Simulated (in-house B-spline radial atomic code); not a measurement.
Au⁺. Computed with a B-spline radial atomic code. Model: non-relativistic spherical atom: semilocal Troullier-Martins pseudo-atom, one channel per l, against all electrons, high spin, G0W0 and RPA with empty states to l = 8, local potential for every l without a channel, a model core (radius 0 = none) keeps its share of the functional.

Without relativity these are model numbers for so heavy an element.

What the tables leave out is listed at the end.

The pseudopotential gives back the lowest level of each angular momentum of its own functional in the configuration it was made in; a second state of the same l is only approximately right. Exact exchange, RPA and GW see the smooth pseudo-orbitals and miss the exchange with the core, for which the functional's share stands in. The column with an uncorrelated core keeps all orbitals and exact exchange, and so separates missing core correlation from pseudisation. Only the three outermost levels and the lowest empty one were computed. RPA here is direct RPA, with no exchange kernel, and its energies carry an (l + 1/2)⁻⁴ tail. A hybrid on a potential with a model core restores only its own semilocal share of the core's exchange.

Command:
```bash
python run_psgw.py task.json out
```
Settings (lengths in bohr, energies in hartree):
```
Z                      79
electrons              78
configuration          [Xe] 4f14 5d10
generated_in           [Xe] 4f14 5d10 6s1
functional             pbe,pbe
core_shells            9
radius_factor          1
core_correction        False
```

Cost of the run: 44 s on 1 thread of Intel(R) Xeon(R) Platinum 8259CL CPU @ 2.50GHz (Skylake/Cascade Lake) (shared host).

Given: made with PBE; model core radius 0 bohr; local radius 0.984 bohr; mean-field start PBE0.

Valence shells of the generating configuration: 4f, 5s, 5p, 5d, 6s.

Channel: s 0.936, p 0.995, d 1.215, f 1.253 (radii in bohr).

Computed: largest level miss in the spin-unpolarised generating configuration 0.096 eV; valence RPA correlation energy all-electron orbitals -2.2647 hartree; valence RPA correlation energy pseudo -2.724 hartree; all-electron RPA polarisability, core included 9.6023 bohr³.

```
     level  occupied  mean-field all-electron (eV)  mean-field pseudo minus all (eV)  G0W0 all-electron (eV)  G0W0 uncorrelated core minus all (eV)  G0W0 pseudo minus all (eV)  exchange self-energy all-electron (eV)  exchange self-energy pseudo (eV)
        5d         1                       -17.552                            -0.135                 -21.845                                 -0.049                      -0.602                                 -33.275                           -31.654
6s (empty)         0                        -9.385                            -0.076                 -7.3103                                  0.002                      -0.024                                 -3.3995                                -3
```

Question: What is the pseudo-atom RPA polarisability?

Answer: 9.3106 bohr³.

Given: mean-field start Hartree-Fock.

Computed: valence RPA correlation energy all-electron orbitals -2.0603 hartree; valence RPA correlation energy pseudo -2.5273 hartree; pseudo-atom RPA polarisability 6.5443 bohr³.

| level | occupied | mean-field all-electron (eV) | mean-field pseudo minus all (eV) | G0W0 all-electron (eV) | G0W0 uncorrelated core minus all (eV) | G0W0 pseudo minus all (eV) | exchange self-energy all-electron (eV) | exchange self-energy pseudo (eV) |
| --- | --- | --- | --- | --- | --- | --- | --- | --- |
| 5d | 1 | -21.788 | -0.553 | -21.983 | -0.043 | 0.145 | -33.501 | -32.839 |
| 6s (empty) | 0 | -5.8333 | 0.089 | -6.854 | 0.002 | 0.167 | -2.1129 | -1.7378 |

Question: What is the all-electron RPA polarisability, core included?

Answer: 7.1915 bohr³.

Among the listed levels the largest G0W0 shift of the pseudo-atom is -0.60 eV, for 5d on the PBE0 start, while leaving the core uncorrelated moves that level by -0.05 eV. So pseudisation and the lost core exchange, not the missing core correlation, make the error. Not in the tables (levels of low weight, unsolved or above zero; the highest and the empty levels are kept at any weight): on PBE, a start not tabulated, the G0W0 levels 5d (pseudo minus all -1.51 eV, weights 0.72 and 0.42), 5p (pseudo minus all -1.47 eV, weights 0.08 and 0.15), 5s (pseudo minus all -0.41 eV, weights -0.18 and 0.04), 6s (pseudo minus all -0.09 eV, weights 0.94 and 0.94); on PBE0 the G0W0 levels 5p (pseudo minus all -4.59 eV, weights 0.45 and 0.10), 5s (pseudo minus all -1.85 eV, weights 0.38 and 0.06); on Hartree-Fock the G0W0 levels 5p (pseudo minus all -1.02 eV, weights 0.50 and 0.33).
